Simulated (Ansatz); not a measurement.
Basis-set extrapolation for `B/C=[CH]/[AlH][SiH3]` (PBE0-D4/def2-TZVP geometry, frozen core, Ansatz). Multiplicity 1, RHF reference.

```csv
,def2-TZVPP,def2-QZVPP
HF,-635.932129,-635.952647
MP2 correlation,-0.621166,-0.662324
CCSD(T) correlation,-0.717108,not run
```

Energies in hartree. Use E(X) = E(∞) + A·exp(−7.88·√X) for Hartree–Fock and E(X) = E(∞) + B·X^(−2.97) for correlation, with X = 3 and 4, and add CCSD(T) minus MP2 of the smaller set to the MP2 limit.

**Question.** What is the CCSD(T) energy at the basis-set limit?

**Answer.** HF limit: -635.952647 + (-0.020518) × 0.13774 = -635.95547. MP2 limit: -0.662324 + (-0.041158) × 0.74074 = -0.69281. Higher-order term: -0.717108 − (-0.621166) = -0.09594. Total: -636.74422 hartree, 2.58 eV below CCSD(T)/def2-TZVPP.
